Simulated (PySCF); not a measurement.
## Frontier orbitals and the lowest excitations

Compound: C7H4ClFO.
Cartesian coordinates in Å at the GFN2-xTB level; atoms count from 1:
```
atom  x, y, z in Å
O1     2.914    1.246   -0.255
C2     2.315    0.253    0.010
Cl3    3.221   -1.198    0.463
C4     0.856    0.082    0.005
C5     0.092    1.200   -0.343
C6    -1.287    1.122   -0.371
C7    -1.926   -0.066   -0.052
C8    -1.155   -1.164    0.291
F9    -1.772   -2.318    0.600
C10    0.225   -1.117    0.327
H11    0.601    2.118   -0.589
H12   -1.872    1.987   -0.640
H13   -3.001   -0.152   -0.066
H14    0.789   -1.994    0.599
```

Method: TDDFT PBE0/def2-SVPD, vertical, gas phase, core orbitals frozen in the response in PySCF 2.14.0, density-fitted response routines.

Frontier orbitals with the atoms that hold most of them (Löwdin shares over 4%, at most four atoms; ? is withheld):

```csv
orbital,ε (eV),atoms
HOMO-3,-9.55,"Cl3 72%, O1 16%, C2 10%"
HOMO-2,-8.73,"O1 53%, Cl3 31%, C2 6%, C4 4%"
HOMO-1,-8.47,"C7 20%, C4 20%, C6 19%, C10 17%"
HOMO,?,?
LUMO,-2.53,?
LUMO+1,-0.96,"C6 22%, C5 18%, C10 16%, C8 16%"
LUMO+2,0.38,"Cl3 40%, C2 19%, O1 6%, C5 6%"
```

Task: Which atoms hold the LUMO, and with what shares?

Result: C2 (bonded to C, Cl and O) 21%; O1 (bonded to C) 18%; C7 (bonded to 2 C and H) 13%; C4 (bonded to 3 C) 11%. By element: carbon 45% or more, oxygen 18%.

Task: Give the leading atoms of the HOMO.

Result: C5 (bonded to 2 C and H) 22%; C8 (bonded to 2 C and F) 20%; C10 (bonded to 2 C and H) 12%; F9 (bonded to C) 12%. By element: carbon 55% or more, fluorine 12%.

Task: What is the HOMO energy, and the HOMO–LUMO gap?

Result: ε(HOMO) = -7.97 eV; the gap is 5.44 eV (0.1997 hartree).

Task: How does S1 compare with the orbital gap of 5.44 eV?

Result: S1 is at 4.43 eV (f = 0.0000), 1.00 eV below the gap, made of HOMO-2→LUMO (94%). Its leading pair isn't HOMO and LUMO; the energies of that pair differ by 6.20 eV. Without the coupling terms of the response equations the lowest excitation would equal the gap.

Task: One configuration dominates each of S1, S2, S3 and S7. Which, and how do the shares of the two leading atoms of either orbital change from the occupied to the empty one?

Result: 
- S1 (4.43 eV, f 0.0000), HOMO-2→LUMO (94%): O1 53% → 18%, Cl3 31% → at most 12%, C2 6% → 21%
- S2 (4.56 eV, f 0.044), HOMO→LUMO (88%): C5 22% → at most 12%, C8 20% → at most 12%, C2 at most 12% → 21%, O1 at most 12% → 18%
- S3 (5.25 eV, f 0.246), HOMO-1→LUMO (84%): C7 20% → 13%, C4 20% → 11%, C2 at most 17% → 21%, O1 at most 17% → 18%
- S7 (6.72 eV, f 0.0001), HOMO-2→LUMO+1 (96%): O1 53% → at most 16%, Cl3 31% → at most 16%, C6 at most 5% → 22%, C5 at most 5% → 18%

On one thread, x86-64 server, shared host, this took 92 s.

One conformer stands for the species.
